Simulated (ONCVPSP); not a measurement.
dysprosium (Dy), ONCV: configuration errors across variants

ONCVPSP 4.0.1 input, shortened (lines: element, Z, core and valence counts, functional; n l f; lmax; l rc ep ncon nbas qcut; lloc lpopt rc5 dvloc0; l nproj debl; icmod fcfact rcfact), LDA (Perdew-Zunger), scalar-relativistic:

```
  Dy 66.00   10    3        3      upf
    1    0    2.00
    2    0    2.00
    2    1    6.00
    3    0    2.00
    3    1    6.00
    3    2   10.00
    4    0    2.00
    4    1    6.00
    4    2   10.00
    4    3    9.00
    5    0    2.00
    5    1    6.00
    5    2    1.00
    2
    0    1.95    0.00    4    8    7.60
    1    2.15    0.00    4    9    7.60
    2    3.50    0.00    4    9    5.00
    4    4    1.80    2.00
    0    3    0.40
    1    2    1.10
    2    2    3.90
    3    2.75    1.40
```

In the s channel the program set the typed energies aside and used -2.468, 0.250, 0.650 Ha. In the p channel the program set the typed energies aside and used -1.571, 0.250 Ha.

All-electron excitation energies from the reference (eV): (1) 5s2 5p6 5d1 6s2 -19.765; (2) 5s2 5p6 5d1 6s1 -12.712; (3) 5s2 5p6 5d0 20.140; (4) 5s2 5p6 5d1 6p2 -13.349.

Errors AE − PS in meV (a dash: test not solved or not reliable):

```tsv
change	(1)	(2)	(3)	(4)	bound ghosts	GHOST(+) flags above zero
base	+37	+16	+15	+26	none	s
core correction Teter function, fcfact 2.75, rcfact 0.96	+38	+17	+20	+26	none	s
core correction Teter function, fcfact 2.75, rcfact 1.2	+38	+16	+19	+26	none	s
core correction Teter function, fcfact 2.75, rcfact 1.3	+38	+16	+18	+26	none	s
core correction Teter function, fcfact 2.75, rcfact 1.5	+36	+16	+10	+25	none	s
core correction Teter function, fcfact 2.75, rcfact 1.68	+33	+14	-9.1	+24	none	s
core correction Teter function, fcfact 2.75, rcfact 2	-13	-5.7	-86	+13	none	s
```

(1) Give the same row for: core correction Teter function, fcfact 2.75, rcfact 1.82.

Results:

(1) +23, +9.9, -36, +22; bound ghosts: none; GHOST(+) flags above zero: s.
